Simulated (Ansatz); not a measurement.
Geometry optimisation, Ansatz 0.2.0, UKS PBE-D4/def2-SVP.

input.yaml

```yaml
crystal:
  periodic: [false, false, false]
  atoms:
    - { symbol: Al, position_ang: [-0.02941, 0.0, -0.084287] }
    - { symbol: Cl, position_ang: [-0.00077, 0.0, 2.10786] }
    - { symbol: H, position_ang: [1.341944, 0.0, -0.865607] }
    - { symbol: Cl, position_ang: [-1.869114, 0.0, -1.086947] }
    - { symbol: F, position_ang: [-0.02285, 0.0, 4.79398] }
magnetization:
  spin_polarized: true
  initial_magnetization: 1
basis:
  gaussian: { orbitals: def2-SVP }
hamiltonian:
  xc: pbe
  dispersion: d4
relax:
  f_tol: 0.03
  max_steps: 50
output:
  orbitals: {}
```

Launched with:

```bash
$ ansatz run input.yaml --threads 2 --pin off --max-ram 3072MiB --backend cpu --events-out ev --progress --plain --runs-dir out
```

Q: Where does it end, and by what steps?

A: The forces met the threshold. After 19 steps the energy has fallen by 1.697 eV; F5 moved furthest, 2.61 Å. Joined: Al1–F5 (4.88 → 1.74 Å).

```tsv
step	energy less start (eV)	largest force component (eV/Å)	accepted
0	0.0000	0.998	yes
1	-0.0775	0.300	yes
2	-0.1329	0.108	yes
3	-0.1411	0.137	yes
4	-0.1856	0.198	yes
5	-0.2441	0.167	yes
6	-0.2948	0.215	yes
7	-0.3503	0.146	yes
8	-0.3896	0.187	yes
9	-0.4274	0.132	yes
10	-0.4557	0.102	yes
11	-0.4735	0.071	yes
12	-0.4890	0.191	yes
13	-0.5591	0.381	yes
14	-0.8244	0.982	yes
15	-1.2754	1.359	yes
16	-1.5289	2.055	yes
17	-1.6920	0.283	yes
18	-1.6963	0.102	yes
19	-1.6971	0.006	yes
```

```xyz
5
Properties=species:S:1:pos:R:3
Al -0.121 0.000 0.750
Cl 1.578 0.000 2.440
H 0.905 0.000 -0.452
Cl -2.085 0.000 -0.193
F -0.858 0.000 2.321
```

Whether the end is a true minimum wasn't checked by a vibrational analysis.

Time of the run: 52 s on 2 threads of Arm Neoverse V2, on a shared host, peak memory 0.18 GiB.
